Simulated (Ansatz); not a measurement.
A set of 12 reactions (ligand exchange), with CCSD(T)/CBS values in kJ/mol:

| reaction | ΔE |
| --- | --- |
| `[CH3][SnH2][SiH2]F` + `O[SiH2]S` → `O[SiH2]S[SiH2]F` + `[CH3][SnH3]` | -52.7 |
| `S=CCB1C[SiH2]1` + HCl → `ClB1C[SiH2]1` + `CC=S` | -73.9 |
| `C[Se][AlH][F]` + `N[SiH2]N` → `N[SiH2][NH][AlH][F]` + `C[SeH]` | 13.4 |
| `[F][GeH2][O][SiH3]` + `O[SiH3]` → `[SiH3][O][GeH2][O][SiH3]` + H–F | 9.7 |
| `B/C=C(\C)O` + `NCS` → `BSCN` + `C=C(C)O` | -64.2 |
| `F[SiH]([SiH3])P` + `[PH2][GaH2]` → `P[PH][GaH2]` + `F[SiH2][SiH3]` | 19.5 |
| `[CH3][Al]1[CH2][SiH2]1` + HCl → `[Cl][Al]1[CH2][SiH2]1` + CH₄ | -163.7 |
| `C#[C][Hf]([Cl])([Cl])[Cl]` + H₂S → `[SH][Hf]([Cl])([Cl])[Cl]` + `C#C` | -61.3 |
| `O=C(O)[SiH2][SeH]` + CH₃SH → `CS[SiH2][SeH]` + `O=CO` | -77.4 |
| `[CH3][GeH]([CH3])[SiH3]` + HBr → `[CH3][GeH]([CH3])[Br]` + SiH₄ | -84.6 |
| `C[N]([SiH3])[AlH][F]` + `N=C=O` → `O=C=[N][AlH][F]` + `CN[SiH3]` | -45.6 |
| `C[O][AlH2]` + `NCF` → `FC[NH][AlH2]` + CH₃OH | 44.6 |

Program: Ansatz. Geometries: PBE0-D4/def2-TZVP. ΔE: electronic, gas phase. CBS: MP2 limit from def2 TZ/QZ plus the TZ coupled-cluster correction, frozen cores. This one scheme is used for every species. DFT in def2-TZVPP. B3LYP here is the variant with VWN-RPA as its local correlation; programs differ in this. Elements past krypton have def2 core potentials. For Br, Ga, Ge, Hf, Se, Sn outer-core shells are correlated without core-valence functions, which leaves a few kJ/mol of doubt a bond. Scalar relativity is left out up to krypton. Each species was taken in one conformer, which may not be the lowest.

Problem. Give the mean, mean absolute and largest difference (level minus CCSD(T)/CBS, kJ/mol) for: PBE-D4, r2SCAN-D4, B2PLYP, PBE, r2SCAN, B3LYP, HF/def2-TZVPP, CCSD/def2-TZVPP, CCSD(T)/def2-TZVPP, HF/def2-QZVPP, MP2/def2-QZVPP, SCS-MP2/def2-QZVPP, HF/CBS(def2), CCSD/CBS(def2). (Estimate.)

Solution. Ansatz gave: 
```
             level  mean  mean absolute  largest
            PBE-D4   3.8            4.3     11.3
         r2SCAN-D4   0.8            2.8     11.7
            B2PLYP   0.6            4.7     12.1
               PBE   4.5            5.5     17.4
            r2SCAN   0.9            3.1     14.3
             B3LYP   2.6            7.1     19.3
     HF/def2-TZVPP  -2.6           12.0    -27.1
   CCSD/def2-TZVPP   0.6            3.1      7.5
CCSD(T)/def2-TZVPP   0.6            2.1     -5.8
     HF/def2-QZVPP  -2.4           12.3    -26.9
    MP2/def2-QZVPP  -2.4            2.7     -6.9
SCS-MP2/def2-QZVPP  -1.6            3.2     -9.1
      HF/CBS(def2)  -2.3           12.3    -26.9
    CCSD/CBS(def2)   0.0            1.6     -4.7
```

The largest T1 diagnostic in the set is 0.018, for `N=C=O` (customary mark 0.02).

CCSD(T)/CBS is a level of theory with its own doubt, and the functionals carry their triple-zeta basis error, so these figures describe this set and don't rank the functionals.
